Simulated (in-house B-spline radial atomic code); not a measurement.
**Functionals against ionisation energies along an isoelectronic series: Ba to Pr³⁺**

Ionisation energies as differences of self-consistent total energies from an all-electron radial atomic-structure program (B-spline basis): all electrons, radial basis limit, scalar-relativistic (one-electron X2C), spin-polarised at highest spin, spherical densities; exact exchange is averaged over the determinants of each configuration. No spin-orbit coupling, Breit or QED terms. NIST's values run from ground level to ground level, so in open shells the differences also hold multiplet and fine-structure energies that spherical high-spin averages miss. Columns give computed minus NIST, in eV; a star marks a semi-empirical value. Species are left out where the tabulated value is theory, is uncertain by more than 0.12 eV, or (13 ions, such as In⁴⁺, Te⁴⁺ and Bi⁴⁺) lies off its series for all methods alike, which flatters the means a little.

```
species  shell      NIST (eV)    PBE   PBE0  B3LYP  wB97X   AM05
     Ba     6s           5.21  -0.01  -0.09  +0.03  +0.16  -0.10
    La⁺     5d          11.18  +0.03  -0.07  -0.08  -0.46  -0.03
   Ce²⁺     4f         20.20*      ?      ?      ?      ?      ?
   Pr³⁺     4f  38.98 ± 0.03*  +0.54  +0.11  +0.20  -0.01  +0.64
```

Problem. What are the differences for Ce²⁺ ([Xe] 4f2)?

Solution. PBE +0.77; PBE0 +0.23; B3LYP +0.35; wB97X +0.10; AM05 +0.84 eV.

Problem. How do the methods rank, and which species is hardest?

Solution. Mean absolute (signed) differences: PBE0 0.13 (+0.04) eV; B3LYP 0.16 (+0.12) eV; wB97X 0.18 (-0.05) eV; PBE 0.34 (+0.33) eV; AM05 0.40 (+0.34) eV. For Ce²⁺, which loses a 4f electron, the nearest method is off by +0.10 eV, the largest such miss.
